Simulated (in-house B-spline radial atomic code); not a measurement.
A fraction x of an electron is added to 4d in neutral zirconium, starting from [Kr] 4d2 5s2 and keeping the highest spin. Computed with an all-electron radial atomic-structure program (B-spline basis): scalar-relativistic (X2C) HSE06, spin-polarised, spherical fractional occupations, Fermi nucleus of rms radius 4.2694 fm.

Caution: exact exchange at fractional occupations of open shells leaves self-interaction of up to several eV.

```csv
x,E(x) - E(0) (eV),4d up level (eV)
0,0.0000,-3.927
0.1,-0.3585,-3.246
0.2,-0.6501,-2.589
0.3,?,?
0.4,-1.0425,-1.353
0.5,?,?
0.6,-1.1993,-0.236
```

Question: What belongs in the row x = 0.3?

Answer: An energy change of -0.8772 eV; 4d up at -1.958 eV.

Question: What belongs in the row x = 0.5?

Answer: An energy change of -1.1489 eV; 4d up at -0.779 eV.

Question: Check Janak's theorem between x = 0.1 and 0.2.

Answer: The slope of the energy is -2.92 eV; the orbital levels give -2.92 eV (ε of the filling orbital, averaged over the two points).
